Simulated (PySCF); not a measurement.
Rows and methods have been separated. Pair them.

Compound: indole, C8H7N.
Numbering: `[cH:1]1[cH:2][cH:3][c:4]2[nH:5][cH:6][cH:7][c:8]2[cH:9]1` (hydrogens: H10 on C1; H11 on C2; H12 on C3; H13 on N5; H14 on C6; H15 on C7; H16 on C9)

The closed-shell ground state was solved 3 times with PySCF (density fitting, gas phase), always in the pcSseg-2 basis (422 functions), with these functionals: B97-2, KT3 and PBE0. Isolated species at its PBE0-D3(BJ)/def2-TZVP geometry, gas phase.

| row | total energy (Eh) | HOMO (eV) | LUMO (eV) | dipole (D) |
| --- | --- | --- | --- | --- |
| P | -363.8185 | -5.76 | -0.40 | 2.19 |
| Q | -363.5213 | -6.00 | -0.38 | 2.20 |
| R | -369.9068 | -5.06 | -1.16 | 2.16 |

Q: Which functional belongs to which row?

A: P = B97-2, Q = PBE0, R = KT3. By rising HOMO–LUMO gap: KT3 (GGA) 3.90 eV; B97-2 (global hybrid, 21 % exact exchange) 5.36 eV; PBE0 (global hybrid, 25 % exact exchange) 5.62 eV. Total energies of different functionals aren't bounds to one another; each is stationary for its own functional.
